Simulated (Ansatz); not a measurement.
Consider the redistribution: `[F][Al]([Cl])[Br]` + `[OH][Al-]1([F])[O]C(C(F)(F)F)=CC(C(F)(F)F)=[O+]1` → `FC(F)(F)C1=CC(C(F)(F)F)=[O+][Al-]([F])([Cl])[O]1` + `[OH][Al]([F])[Br]`.

Isolated molecules relaxed with PBE0-D4/def2-TZVP in Ansatz; ΔE leaves out vibrations. CCSD(T)/CBS is the MP2 limit (def2-TZVPP, def2-QZVPP) plus CCSD(T) − MP2 in def2-TZVPP, frozen cores. Functionals use def2-TZVPP. For Br outer-core shells are correlated without core-valence functions, which leaves a few kJ/mol of doubt a bond. Scalar relativity is left out up to krypton. One conformer a species, not always the lowest.

```tsv
level	ΔE (kcal/mol)
PBE-D4	-0.3
ωB97X-V	-0.4
```

**Question.** What does CCSD(T)/CBS give? (An estimate is asked.)

**Answer.** Computed: +0.1 kcal/mol. The listed levels differ from it by -0.4, -0.5 kcal/mol.

Largest T1 diagnostic among the species: 0.015.

At CCSD(T), def2-SVP lies +1.3 kcal/mol from the extrapolated value and def2-TZVPP −0.3 kcal/mol. Leaving LDA and LC-ωPBE aside and taking each functional with its dispersion term where it has one, the values, not all of them listed here, spread over 0.7 kcal/mol, from revPBE-D4 to BHLYP-D4.
